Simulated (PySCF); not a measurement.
Polarisability of [AuCl2]-

[AuCl2]- (charge -1 and singlet state).
Geometry (PBE0-D3(BJ)/def2-SVP, Å), atoms numbered from 1 in this order:
```xyz
3
AuCl2 angstrom
Au     0.001    0.000    0.000
Cl    -0.018   -0.023    2.315
Cl     0.018    0.022   -2.315
```

Level: wB97X-D/def2-SVPD (PySCF), static field, nuclei fixed, core orbitals frozen in the response. The polarisability tensor in these axes (au):

```
x   56.16  0.00 -0.34
y    0.00 56.17 -0.42
z   -0.34 -0.42 99.43
```

Question: Diagonalise the tensor; give its mean and Δα, where Δα² is half the sum of the squared differences of the eigenvalues.

Answer: Principal values 56.16, 56.16 and 99.43 au; mean 70.59 au = 10.46 Å³ = 11.64 × 10⁻⁴⁰ C²·m²/J; Δα = 43.27 au (61 % of the mean).

Question: Form Σ f/ω² (atomic units) for the 10 lowest TDDFT singlets, given as eV and f, and set it beside the mean polarisability, which is this sum over all singlets: 5.07, 0.0000; 5.07, 0.0000; 5.74, 0.0000; 5.98, 0.0000; 5.98, 0.0000; 6.43, 0.0000; 6.43, 0.0000; 6.44, 0.0000; 6.54, 0.0657; 6.54, 0.0657.

Answer: They add up to 2.28 au, 3.2 % of the 70.59 au; the largest single term is 1.14 au, from the state at 6.54 eV. Terms in order: 0.00, 0.00, 0.00, 0.00, 0.00, 0.00, 0.00, 0.00, 1.14, 1.14 au. Higher excitations give the rest. The strengths listed sum to 0.131.

Question: Rayleigh depolarisation ratio (linearly polarised light, static tensor)?

Answer: ρ = 3Δα²/(45ᾱ² + 4Δα²) = 5617.4/(224206 + 7489.9) = 0.0242.

Geometry: PBE0-D3(BJ)/def2-SVP; no solvent, vibrations or thermal averaging. Atoms past krypton carry effective core potentials; spin–orbit coupling is left out.
